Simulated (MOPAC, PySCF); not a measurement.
CH₉NSi₂, SMILES `[SiH3]C(N)[SiH3]`, neutral singlet in the gas phase. 

Cartesian coordinates (Å):
SMILES: NC([SiH3])[SiH3]
```xyz
13

N     -0.6578     1.3851    -0.5644
C     -0.1936     0.3285     0.3349
Si    -1.0965    -1.2711    -0.0802
Si     1.6641     0.1097     0.1176
H     -1.6554     1.5380    -0.4821
H     -0.1969     2.2672    -0.3782
H     -0.3686     0.5250     1.4080
H     -2.5655    -1.0173    -0.0575
H     -0.7209    -1.7632    -1.4302
H     -0.7752    -2.3104     0.9347
H      2.3309     1.4315     0.2937
H      1.9877    -0.4082    -1.2362
H      2.1857    -0.8297     1.1466
```
Charge 0, spin multiplicity 1.

All levels are single points at this geometry (PBE0-D4/def2-TZVP); Pople sets use spherical d functions. Orbital energies aren't observables, and empty levels follow the basis.

```csv
level,HOMO (eV),LUMO (eV),gap (eV),dipole (D),"vertical IE, Delta-SCF (eV)"
B3LYP-D3(BJ)/def2-TZVP in PySCF,-6.91,0.00,6.91,1.70,9.34
PBE0-D4/def2-TZVP in PySCF,-7.14,0.24,7.38,1.72,9.32
B3LYP/3-21G in PySCF,-5.97,0.96,6.93,1.82,–
B3LYP/6-311+G** in PySCF,-6.92,-0.44,6.48,1.65,–
PBE/6-31G* in PySCF,-5.24,-0.04,5.20,1.83,8.88
HF/6-31G* in PySCF,-10.55,3.93,14.47,1.78,8.25
HF/STO-3G in PySCF,-8.27,13.16,21.43,1.32,–
PM3 in MOPAC,-8.85,0.58,9.43,1.37,–
PM6 in MOPAC,-8.98,0.33,9.30,1.89,–
```
